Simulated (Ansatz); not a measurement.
Calculation: frozen-core CCSD(T)/def2-TZVPP // PBE0-D3(BJ)/def2-TZVP (Ansatz, a quantum-chemistry and plane-wave program).

Ansatz 0.2 input:
```yaml
crystal:
  periodic: [false, false, false]
  atoms:
    - { symbol: F, position_ang: [1.854804, -0.399408, 0.009771] }
    - { symbol: In, position_ang: [-0.012658, 0.036478, -0.003948] }
    - { symbol: F, position_ang: [-0.568239, 1.872136, -0.015122] }
    - { symbol: F, position_ang: [-1.324338, -1.362444, -0.007489] }
basis:
  gaussian: { orbitals: def2-TZVPP }
correlation:
  method: ccsd_t
```

Output:

```
Functional definition: HF
1106 factors; integrals over basis functions are off by at most 8.6e-4 eV
mean field evaluation 1: about -13267.8378 eV, gradient 5.2e1 eV
mean field evaluation 2: about -13267.8670 eV, gradient 5.2e1 eV
mean field evaluation 4: about -13272.0445 eV, gradient 1.5e0 eV
mean field evaluation 8: about -13272.0680 eV, gradient 8.3e-2 eV
mean field evaluation 16: about -13271.9903 eV, gradient 1.5e0 eV
mean field -13272.06800294 eV, -487.7395029771 hartree, gradient 9.4e-6 eV, S^2 0.000000; 0 other end points of the search recorded, 0 dependent functions left out
7 core orbitals not correlated
reference -13272.06800294 eV, -487.7395029771 hartree; 17, 17 occupied and 119, 119 virtual orbitals, 1106 factors
second order -27.99776416 eV of doubles, -0.00000000 eV of singles
cycle   1  -26.91581435 eV  change     1.1e0 eV  update   1.4e-1
cycle   2  -27.54405904 eV  change   -6.3e-1 eV  update   4.9e-2
cycle   3  -27.69835278 eV  change   -1.5e-1 eV  update   2.6e-2
cycle   4  -27.68392714 eV  change    1.4e-2 eV  update   8.0e-3
cycle   5  -27.67427263 eV  change    9.7e-3 eV  update   2.6e-3
cycle   6  -27.67531695 eV  change   -1.0e-3 eV  update   9.4e-4
cycle   7  -27.67559778 eV  change   -2.8e-4 eV  update   2.5e-4
cycle   8  -27.67541311 eV  change    1.8e-4 eV  update   9.5e-5
cycle   9  -27.67540204 eV  change    1.1e-5 eV  update   3.5e-5
perturbative correction -0.82848076 eV, -0.0304461063 hartree
Total energy: -13300.57188573 eV, -488.7870013493 hartree
```

Cost: about 70 core-seconds (a rough figure).
